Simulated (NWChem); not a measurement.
## Basis-set convergence for FISn

```xyz
3

Sn    -0.9356    -0.8988     0.0000
F      0.3601    -2.3749     0.0000
I      0.8215     1.2512     0.0000
```
Charge 0, spin multiplicity 1.

Everything below was run with NWChem. Structure: optimised with B3LYP/def2-SVP with def2 effective core potentials on Sn, I, a minimum by its harmonic frequencies.

Quantity: vertical ionisation energy at the level ΔPBE (Δ: difference of total energies, the cation a doublet at the parent's geometry with its hole in an orbital of symmetry a' (Cs labels); it is the state that the SCF runs reached, from PBE0 orbitals for Hartree-Fock references, and need not be the lowest).

Effective core potentials replace the inner electrons of Sn, I; spin-orbit coupling is left out. The structure started from a generated list of species. The stability of the SCF solutions was not checked.

Relative cost: rough, from shared machines, SCF included, def2-SVP = 1.

| basis | functions | vertical ionisation energy (eV) | relative cost |
|---|---|---|---|
| def2-SVP | 66 | (withheld) | 1 |
| def2-SVPD | 90 | (withheld) | under 3 |
| def2-TZVPP | 131 | 9.44 | under 3 |
| def2-TZVP | 131 | 9.44 | under 3 |
| def2-TZVPD | 155 | 9.46 | 4 |
| def2-QZVP | 221 | 9.45 | 20 |

Task: What belongs in the gaps?

Result: 
- def2-SVP, vertical ionisation energy (eV): 9.40
- def2-SVPD, vertical ionisation energy (eV): 9.52
